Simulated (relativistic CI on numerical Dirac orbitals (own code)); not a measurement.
Pd³⁺: resonant inelastic scattering at the M2,3 edge

Computed with this model: Dirac-Coulomb-Breit CI, separate exchange-only KLI orbitals for each configuration, QED by a radiative potential, valence Slater integrals scaled by 0.8, Kramers-Heisenberg scattering through one core-hole configuration in a parametric crystal field; configurations [Kr] 4d7 → [Ne] 3s2 3p5 3d10 4s2 4p6 4d8; 10 K; core-hole width 2 eV; summed over polarisations. Incident energies are the highest absorption maxima for each field (at most a few, so the weaker spin-orbit partner edge can be absent), on the computed scale of the free ion. Intensities are in per cent of the strongest line above 0.02 eV; levels within 1 cm⁻¹ are merged; final levels count from the ground level, the first row holds all elastic scattering, lines under 0.4 are left out and each table stops after 24 rows. The scale of the Slater integrals is a model choice and moves the terms in proportion.

Field parameters in Wybourne normalisation: D3d B²₀ = −7Dσ, B⁴₀ = −14Dq − 21Dτ, B⁴₃ = −14√(10/7) Dq. The field is a parameter set, without covalency.

S is read from ⟨S²⟩ = S(S + 1).

D3d, 10Dq = 17150, Dσ = -1200, Dτ = 210 cm⁻¹:

```csv
Final level (eV),Degeneracy,Irrep,S,537.8 eV
0.000,2,Γ4,0.74,331.0
0.023,2,Γ5+Γ6,0.81,89.0
0.262,2,Γ4,1.49,9.1
0.394,2,Γ5+Γ6,1.45,17.7
0.397,2,Γ4,1.48,20.5
0.613,2,Γ4,1.48,7.7
0.705,2,Γ5+Γ6,1.36,5.8
0.734,2,Γ4,1.40,7.4
1.951,2,Γ4,0.66,100.0
1.979,2,Γ5+Γ6,0.74,48.3
2.131,2,Γ4,0.64,26.3
2.187,2,Γ5+Γ6,0.69,44.0
2.201,2,Γ4,0.69,19.7
2.254,2,Γ4,0.76,27.6
2.508,2,Γ4,1.40,5.0
2.536,2,Γ5+Γ6,1.41,1.9
2.577,2,Γ4,1.37,2.9
2.604,2,Γ5+Γ6,0.92,17.4
2.702,2,Γ4,1.00,24.2
2.721,2,Γ4,1.36,2.2
2.746,2,Γ5+Γ6,1.11,5.7
2.813,2,Γ4,1.00,12.4
2.908,2,Γ4,0.74,20.8
3.542,2,Γ4,1.44,6.9
```

D3d, 10Dq = 17150, Dσ = -860, Dτ = 210 cm⁻¹:

| Final level (eV) | Degeneracy | Irrep | S | 537.2 eV | 537.8 eV |
| --- | --- | --- | --- | --- | --- |
| 0.000 | 2 | Γ4 | 0.75 | 279.9 | 288.6 |
| 0.025 | 2 | Γ5+Γ6 | 0.79 | 100.0 | 79.2 |
| 0.249 | 2 | Γ4 | 1.49 | 13.1 | 8.3 |
| 0.370 | 2 | Γ4 | 1.47 | 27.4 | 19.2 |
| 0.398 | 2 | Γ5+Γ6 | 1.47 | 23.9 | 15.7 |
| 0.612 | 2 | Γ4 | 1.49 | 11.2 | 6.6 |
| 0.700 | 2 | Γ5+Γ6 | 1.35 | 5.8 | 4.8 |
| 0.705 | 2 | Γ4 | 1.37 | 8.8 | 5.8 |
| 1.957 | 2 | Γ4 | 0.69 | 63.0 | 88.3 |
| 1.968 | 2 | Γ5+Γ6 | 0.73 | 27.8 | 38.7 |
| 2.158 | 2 | Γ4 | 0.65 | 31.0 | 24.4 |
| 2.169 | 2 | Γ5+Γ6 | 0.67 | 45.8 | 41.6 |
| 2.201 | 2 | Γ4 | 0.68 | 17.3 | 18.1 |
| 2.215 | 2 | Γ4 | 0.74 | 23.2 | 21.7 |
| 2.506 | 2 | Γ4 | 1.42 | 2.2 | 4.0 |
| 2.522 | 2 | Γ5+Γ6 | 1.44 | 1.1 | 1.6 |
| 2.554 | 2 | Γ4 | 1.37 | 3.3 | 3.2 |
| 2.605 | 2 | Γ5+Γ6 | 0.95 | 15.5 | 15.3 |
| 2.671 | 2 | Γ4 | 1.00 | 17.5 | 21.3 |
| 2.710 | 2 | Γ4 | 1.36 | 0.8 | 1.1 |
| 2.747 | 2 | Γ5+Γ6 | 1.07 | 6.0 | 6.1 |
| 2.789 | 2 | Γ4 | 1.03 | 8.4 | 10.0 |
| 2.876 | 2 | Γ4 | 0.66 | 16.0 | 18.4 |
| 3.593 | 2 | Γ4 | 1.42 | 5.5 | 7.5 |

For the first field the strongest loss at the lowest incident energy is the level at 1.95 eV (S = 0.66, against 0.74 in the thermal ground state). Levels of other spin, the first over 8 % at 0.26 eV, appear because spin-orbit coupling of the core hole, and in heavier ions of the valence shell too, mixes spins.
